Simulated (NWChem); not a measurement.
Molecule: CH4GeO, singlet; SMILES C[O][GeH]

Program: NWChem. Low-valent species are run as closed-shell singlets; no triplet was tried in these runs. Geometry: optimised at PBE0/def2-SVP. Gas phase, vertical. One conformer.

CAM-B3LYP/def2-SVPD, TDA puts singlet state 3 at 5.88 eV with oscillator strength 0.056.

Task: Give the wavelength, the transition dipole and the radiative lifetime of that state in vacuum.

Result: 
1. λ = 1239.84/5.88 = 211 nm, or 47430 cm⁻¹.
2. f = (2/3) ΔE μ² in atomic units, so μ = √(1.5 f/ΔE) = 0.62 a.u. = 1.58 D.
3. τ = 1.499 s cm⁻² / (f ν²) = 12 ns, for a non-degenerate state that emits at the vertical energy; a higher state like this one mostly decays faster by other paths.
